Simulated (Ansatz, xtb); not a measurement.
Redistribution: CBrCl2F + C5H7N → C2H3Cl2F + C4H4BrN

Species: CBrCl2F (bromodichlorofluoromethane) `FC(Cl)(Cl)Br`, singlet; C5H7N (2-methyl-1H-pyrrole) `Cc1ccc[nH]1`, singlet; C2H3Cl2F (1,1-dichloro-1-fluoroethane) `CC(F)(Cl)Cl`, singlet; C4H4BrN `Brc1ccc[nH]1`, singlet. The partners trade Br for CH3; both sit on C, so the bond types are kept.

Shapes, held fixed at every level: PBE0-D4/def2-TZVP. Programs: Ansatz 0.2.0, xtb 6.7.1. The zero-point and thermal change to 298 K, harmonic and unscaled (PBE0-D4/def2-TZVP), is +1.5 kJ/mol.

(1) Estimate ΔH(298 K) of this reaction.

Results:

(1) The highest level, CCSD(T)/def2-TZVPP, gives ΔH(298 K) = -41.2 kJ/mol; the levels span -51.2 to -19.2. The column of differences is taken from that level and isn't an error. No measured value is set beside it here. Relativity is left out for Br unless named. Correlated rows may include outer-core shells of Br, which these sets cover unevenly.

```json
{"level": "GFN1-xTB", "kind": "semi-empirical", "ΔH(298 K) (kJ/mol)": "-19.2", "less CCSD(T)/def2-TZVPP": "+22.0"}
{"level": "HF/def2-SVP", "kind": "Hartree–Fock", "ΔH(298 K) (kJ/mol)": "-51.2", "less CCSD(T)/def2-TZVPP": "-10.0"}
{"level": "HF/def2-TZVPP", "kind": "Hartree–Fock", "ΔH(298 K) (kJ/mol)": "-47.1", "less CCSD(T)/def2-TZVPP": "-5.9"}
{"level": "r2SCAN-D4/def2-TZVPP", "kind": "meta-GGA", "ΔH(298 K) (kJ/mol)": "-35.1", "less CCSD(T)/def2-TZVPP": "+6.1"}
{"level": "BHLYP-D4/def2-TZVPP", "kind": "global hybrid", "ΔH(298 K) (kJ/mol)": "-39.2", "less CCSD(T)/def2-TZVPP": "+2.0"}
{"level": "r2SCAN0-D4/def2-TZVPP", "kind": "global hybrid", "ΔH(298 K) (kJ/mol)": "-38.5", "less CCSD(T)/def2-TZVPP": "+2.7"}
{"level": "CCSD/def2-SVP", "kind": "coupled cluster or CI", "ΔH(298 K) (kJ/mol)": "-42.5", "less CCSD(T)/def2-TZVPP": "-1.3"}
{"level": "CCSD/def2-TZVPP", "kind": "coupled cluster or CI", "ΔH(298 K) (kJ/mol)": "-42.1", "less CCSD(T)/def2-TZVPP": "-0.9"}
{"level": "CCSD(T)/def2-TZVPP", "kind": "coupled cluster or CI", "ΔH(298 K) (kJ/mol)": "-41.2", "less CCSD(T)/def2-TZVPP": "0.0"}
```
